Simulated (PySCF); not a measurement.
C2H6OSe, SMILES [Se](C)OC.

Geometry: B3LYP-D3(BJ)/def2-SVP. Other conformers were not sampled.

Two levels are set side by side: TDDFT-PBE/def2-SVPD (PySCF) and TDDFT-LC-ωPBE/def2-SVPD (PySCF). Vertical, same geometry. The lowest singlet is HOMO→LUMO 99 % with PBE and HOMO→LUMO 85 % with the other functional; states are paired by order. Differences are taken from unrounded values.

```tsv
quantity	TDDFT-LC-ωPBE	TDDFT-PBE	TDDFT-PBE minus TDDFT-LC-ωPBE
lowest singlet excitation (eV)	3.82	3.55	-0.27
lowest triplet excitation (TDA) (eV)	2.97	2.81	-0.15
first bright state (f over 0.05) (eV)	6.67	6.48	-0.20
its oscillator strength	0.08	0.07	-0.01
```

A lower first singlet is the usual sign of a functional without exact exchange. Differences between two approximate levels are no errors against the true value.

Rough cost on one machine, each run with all the roots and properties that it gave: TDDFT-LC-ωPBE against TDDFT-PBE about 6 times.
